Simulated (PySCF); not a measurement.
C₆ coefficients of unlike pairs at PBE

Calculated with PySCF 2.14 from the dipole response of each species, C₆(A,B) = (3/π) ∫ α_A(iu) α_B(iu) du, in atomic units, from isotropic polarisabilities. For ions this is the dispersion term alone; charge-induced terms of lower order in 1/R come first.

| species | configuration | basis | relativity | α (bohr³) | C₆ (like pair) |
| --- | --- | --- | --- | --- | --- |
| Te²⁺ | [Kr] 4d10 5s2 5p2 (3P) | def2-QZVPPD with the def2 core potential (28 electrons) (8s7p5d4f1g) | core potential | 14.89 | 99.94 |
| Cu⁺ | [Ar] 3d10 (1S) | def2-QZVPPD (11s6p5d4f2g) | none | 7.762 | 26.04 |
| S²⁺ | [Ne] 3s2 3p2 (3P) | aug-cc-pV(Q+d)Z (7s6p5d3f2g) | none | 7.308 | 26.45 |
| Os²⁺ | [Xe] 4f14 5d6 (5D) | aug-cc-pVTZ-PP with ECP60MDF (6s6p5d3f2g) | core potential | 11.72 | 74.59 |

**Question.** Estimate C₆ for Os²⁺ with Cu⁺.

**Answer.** The integral gives 43.91. The combination rule 2 C_A C_B / (C_A α_B/α_A + C_B α_A/α_B) gives 43.79 and the geometric mean 44.07.

No spin-orbit coupling is included.

The other pairs:

```tsv
pair	C₆
Cu⁺, Te²⁺	50.72
Os²⁺, S²⁺	44.03
Os²⁺, Te²⁺	85.73
S²⁺, Te²⁺	51.31
S²⁺, Cu⁺	25.94
```
